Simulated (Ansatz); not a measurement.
Two isomers of CH7BClNSi: A = `C[SiH2]B(N)Cl`, B = `C[SiH2]NBCl`.

Gas-phase electronic energies from Ansatz, PBE0-D4/def2-TZVP geometries. CCSD(T)/CBS adds triple-zeta CCSD(T) − MP2 to the extrapolated MP2 energy (def2 sets, frozen cores). Functionals use def2-TZVPP. B3LYP here is the variant with VWN-RPA as its local correlation; programs differ in this. One conformer a species, not always the lowest.

(1) Which isomer does CCSD(T)/CBS put lower? Give the gap. (An estimate is asked.)

(2) Give E(B) − E(A) in kcal/mol with B2PLYP, r2SCAN-D4, HF/def2-TZVPP, B3LYP-D4, CCSD(T)/def2-SVP, MP2/def2-TZVPP, ωB97M-V. (Best estimate.)

(3) Does the order hold for the free energy at 298.15 K (harmonic terms from PBE0-D4)? (An estimate is asked.)

Largest T1 diagnostic: 0.012.

Results:

(1) Ansatz gave: B, by 15.8 kcal/mol.

(2) Ansatz gave: B2PLYP -16.5, r2SCAN-D4 -14.6, HF/def2-TZVPP -19.8, B3LYP-D4 -15.2, CCSD(T)/def2-SVP -14.1, MP2/def2-TZVPP -17.2, ωB97M-V -16.1. None reverses the order clearly.

(3) Computed: Yes: G(B) − G(A) = -16.7 kcal/mol, for one conformer each. Modes under 60 cm⁻¹, often nearly free rotors, make the harmonic entropy too high.

From r2SCAN to r2SCAN0 (25 % exact exchange), in def2-TZVPP and without D4, E(B) − E(A) moves by −0.7 kcal/mol. Leaving LDA and LC-ωPBE aside and taking each functional with its dispersion term where it has one, the values, not all of them listed here, spread over 5.3 kcal/mol, from BHLYP-D4 to PBE-D4.
